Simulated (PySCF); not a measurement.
All values below come from PBE0-D3(BJ)/def2-TZVP run with PySCF 2.14.0. All species are isolated molecules in the gas phase. One relaxed conformer stands for a flexible species; it need not be the lowest. Excitations are Tamm–Dancoff values on a coarser integration grid. The basis has no diffuse functions, so Rydberg states are missing or too high.

Reference species (SMILES): `O/C=C/C[SiH3]` (H–O–C–C torsion -1°, C–C–C–Si torsion -111°) (neutral, multiplicity 1).

```yaml
brightest of the four lowest singlets (TDA): 6.59 eV
HOMO–LUMO gap: 6.91 eV
```

Changed species: `C/C([SiH3])=C/O` (C–C–O–H torsion 180°).

What does the change do to the brightest of the four lowest singlets (TDA) and HOMO–LUMO gap?

the brightest of the four lowest singlets (TDA) falls by 0.14 eV, to 6.45 eV; the HOMO–LUMO gap decreases by 0.18 eV, to 6.73 eV.
